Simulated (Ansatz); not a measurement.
Species: HBI2S, SMILES `SB(I)I` (H–S–B–I torsion 180°) (charge 0, multiplicity 1).

### Question
Give a relaxed geometry from PBE0-D3(BJ)/def2-TZVP (Ansatz, a quantum-chemistry and plane-wave program).

### Answer
Several could match; the one computed here: the end point of this relaxation, one of several conformers (outside a Z-matrix the atoms follow the SMILES, hydrogens last).
Z-matrix (Å, degrees):
```
B
S 1 1.7759
H 2 1.3452 1 97.58
I 1 2.1215 2 123.06 3 0.01
I 1 2.1220 2 116.53 3 -179.99
```
